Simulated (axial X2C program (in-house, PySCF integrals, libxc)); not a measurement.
# Potential curves of SnSi, spin-free

Calculated with an in-house relativistic program for diatomic molecules. Spin-free means the one-electron spin-free X2C Hamiltonian. Basis: Sn dyall-cv3z [11s12p9d4f1g], Si dyall-v3z [8s7p2d1f] (cores contracted in-house); Gaussian nuclei, density fitting, unrestricted open shells. Masses: Sn 119.902 u, Si 27.977 u.

State: M_S = 1, Λ = 0 (beyond evenly filled blocks: π+α, π-α). Energies in eV from the fragments at the same level (Sn + Si). Fits are polynomials in 1 − R0/R over 0.85 to 1.23 times the lowest point R0.

```json
{"R (Å)": "2.1881", "MP2": "-1.5175", "CCSD(T)": "", "HF": "-0.4208", "BLYP": "-1.7653"}
{"R (Å)": "2.2887", "MP2": "-2.0265", "CCSD(T)": "-2.0746", "HF": "-0.8951", "BLYP": "-2.2956"}
{"R (Å)": "2.3641", "MP2": "-2.2509", "CCSD(T)": "-2.3071", "HF": "-1.0884", "BLYP": "-2.5453"}
{"R (Å)": "2.4396", "MP2": "-2.3730", "CCSD(T)": "-2.4377", "HF": "-1.1750", "BLYP": "-2.6985"}
{"R (Å)": "2.5150", "MP2": "-2.4155", "CCSD(T)": "-2.4887", "HF": "-1.1779", "BLYP": "-2.7764"}
{"R (Å)": "2.6030", "MP2": "-2.3892", "CCSD(T)": "-2.4720", "HF": "-1.1002", "BLYP": "-2.7942"}
{"R (Å)": "2.6911", "MP2": "-2.3026", "CCSD(T)": "-2.3947", "HF": "-0.9568", "BLYP": "-2.7533"}
{"R (Å)": "2.8042", "MP2": "-2.1301", "CCSD(T)": "-2.2340", "HF": "-0.7055", "BLYP": "-2.6403"}
{"R (Å)": "2.9425", "MP2": "-1.8463", "CCSD(T)": "", "HF": "-0.3354", "BLYP": "-2.4427"}
{"R (Å)": "3.1438", "MP2": "", "CCSD(T)": "", "HF": "", "BLYP": "-2.0972"}
```

Correlated methods: 8 electrons correlated (number of frozen shells: Sn 4 s, 3 p, 2 d; Si 2 s, 1 p), 230 virtual spin orbitals or spinors in MP2, 90 natural virtuals in coupled cluster.

Occupations by symmetry block were frozen at the best pattern of an incomplete PBE0 search. Dissociation energies refer to the lowest single-determinant-based atoms at the same level and basis. CCSD and (T) use frozen natural virtuals with an MP2 correction for the truncation; (T) itself is uncorrected, so its De runs slightly low. PBE0 can misorder states that lie within some tenths of an eV, so this need not be the ground state of the molecule. The nearest other spin-free determinant of the search, M_S = 1, Λ = 1, lies 0.37 eV up at the distance of the search. The functionals have no current-density term, which raises determinants with orbital currents, atoms included. At some level and bond length an empty orbital lies below a filled one. Some points did not converge and are left out. The stretched end of a curve changes character and is left out. With the outer-core shells frozen, correlated bond lengths of heavy atoms tend to come out a few hundredths of an ångström too long. Spin-free De lacks the spin–orbit lowering of the heavy p-block atom, a tenth of an eV or more for 4p and 5p, up to an eV for 6p and one to two eV for 7p atoms, less what an open-shell molecule gains itself. Coupled cluster ran on the points near the minimum only. MP2 and coupled cluster on one determinant become unreliable at the stretched end.

(1) What are Re, ωe and De at the MP2 level?

(2) Fit the CCSD(T) curve near its minimum: give the equilibrium distance, the harmonic wavenumber and the well depth.

(3) What are Re, ωe and De at the HF level?

(4) What are Re, ωe and De at the BLYP level?

Answers

(1) At MP2, spin-free: Re = 2.527 Å, ωe ≈ 350 cm⁻¹, De = 2.42 eV to Sn + Si; Be follows as 0.116 cm⁻¹.

(2) At CCSD(T), spin-free: Re = 2.538 Å, ωe ≈ 344 cm⁻¹, De = 2.49 eV to Sn + Si; Be follows as 0.115 cm⁻¹.

(3) At HF, spin-free: Re = 2.480 Å, ωe ≈ 392 cm⁻¹, De = 1.19 eV to Sn + Si; Be follows as 0.121 cm⁻¹.

(4) At BLYP, spin-free: Re = 2.582 Å, ωe ≈ 312 cm⁻¹, De = 2.80 eV to Sn + Si; Be follows as 0.111 cm⁻¹.
